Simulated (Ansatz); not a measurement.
C₂H₄SiZn, relaxed with RKS PBE-D4/def2-SVP in the Gaussian-basis code of Ansatz from a rough embedded geometry. The force threshold is 0.03 eV/Å; the program also tests the step.

Total charge 0; spin multiplicity 1. The bonds changed during the relaxation, so this is another structure than the one it started from.

Start:

```xyz
8

Zn   -0.620    0.935    2.163
Si    0.019   -0.718    0.220
C     0.794    0.273   -0.940
C    -0.508    0.608   -0.714
H     0.409   -0.833    2.122
H    -0.455   -1.974   -0.399
H     1.723    0.429   -1.563
H    -1.361    1.280   -0.888
```

```
        step  energy (eV)  largest force (eV/Å)  largest move (Å)
           1  -58406.6678                 7.124             0.000
           2  -58407.8992                 4.035             0.197
           3  -58408.4380                 1.262             0.191
           4  -58408.6850                 0.483             0.173
           5  -58408.7449                 0.239             0.151
           6  -58408.7895                 0.108             0.193
7 (rejected)  -58408.7701                 0.533             0.051
           8  -58408.7924                 0.034             0.025
           9  -58408.7944                 0.021             0.056
          10  -58408.7949                 0.011             0.031
```

End:

```xyz
8

Zn   -0.787    1.658    2.230
Si    0.054   -1.040    0.192
C     0.792    0.241   -0.897
C    -0.468    0.564   -0.544
H     0.422   -1.122    1.646
H    -0.421   -2.354   -0.355
H     1.597    0.685   -1.503
H    -1.188    1.368   -0.770
```

Run time 9 s (4 threads of a server CPU on a shared host); peak host memory 0.15 GiB.
